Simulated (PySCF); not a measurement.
Computed shifts of a molecule C2H7NSi2, PySCF with KT2/pcSseg-1, GIAO, gas phase, atoms alike by connectivity averaged where their shifts nearly agree, in ppm (number of nuclei): ²⁹Si: -64.5 (1), -98.4 (1). ¹³C: 115.9 (1), 97.5 (1). ¹⁵N: 16.3 (1). ¹H: 5.05 (2), 4.49 (3), 0.66 (2). References: ²⁹Si against TMS (σ = 361.9 ppm); ¹³C against TMS (σ = 185.1 ppm); ¹⁵N against NH3 (σ = 266.2 ppm); ¹H against TMS (σ = 31.47 ppm), references at their B3LYP-D3(BJ)/def2-TZVP geometries, non-relativistic. Coordinates come from a ωB97X-D3(BJ)/def2-SVP optimisation. Other conformers were not sampled.

Q: Which molecule gave these data?
A. C[Si@@H]1C=N[SiH2]1
B. N[SiH2]C#C[SiH3]
C. [SiH3]N1C=C[SiH2]1
D. [SiH3][C@H]1N=C[SiH2]1

A: B, N[SiH2]C#C[SiH3]
